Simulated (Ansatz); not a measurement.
CH4ClInO2, SMILES `O[CH2][In]([OH])[Cl]` at its PBE0-D4/def2-TZVP geometry, where that method's forces vanish. Charge 0, multiplicity 1. In: def2 effective core potential.

```json
{"atom": "O1", "x (Å)": "1.276", "y (Å)": "1.149", "z (Å)": "-1.174"}
{"atom": "C2", "x (Å)": "1.090", "y (Å)": "0.819", "z (Å)": "0.171"}
{"atom": "In3", "x (Å)": "-0.511", "y (Å)": "-0.633", "z (Å)": "0.330"}
{"atom": "O4", "x (Å)": "-1.153", "y (Å)": "-2.186", "z (Å)": "1.351"}
{"atom": "Cl5", "x (Å)": "-2.000", "y (Å)": "-0.101", "z (Å)": "-1.446"}
{"atom": "H6", "x (Å)": "0.434", "y (Å)": "1.405", "z (Å)": "-1.565"}
{"atom": "H7", "x (Å)": "0.825", "y (Å)": "1.679", "z (Å)": "0.796"}
{"atom": "H8", "x (Å)": "2.018", "y (Å)": "0.390", "z (Å)": "0.546"}
{"atom": "H9", "x (Å)": "-1.979", "y (Å)": "-2.521", "z (Å)": "0.990"}
```

Problem. For each bond, give half the difference of the two atoms' forces along it (eV/Å; positive pushes the atoms apart) under PBE-D4, r2SCAN-D4, B3LYP-D4, ωB97M-V in def2-TZVPP. (Estimate.)

Solution. Ansatz gave: 
```
   bond  length (Å)  PBE-D4  r2SCAN-D4  B3LYP-D4  ωB97M-V
  O1–C2       1.397    0.16       0.20      0.26     0.45
  O1–H6       0.964    0.43       0.02     -0.04    -0.14
 C2–In3       2.168   -0.05       0.00      0.07    -0.15
  C2–H7       1.096    0.07      -0.07     -0.15    -0.14
  C2–H8       1.089    0.09      -0.06     -0.18    -0.14
 In3–O4       1.967    0.28       0.10      0.16     0.04
In3–Cl5       2.377    0.19       0.07      0.20    -0.06
  O4–H9       0.962    0.40       0.03     -0.03    -0.06
```

B3LYP here is the variant with VWN-RPA as its local correlation; programs differ in this.
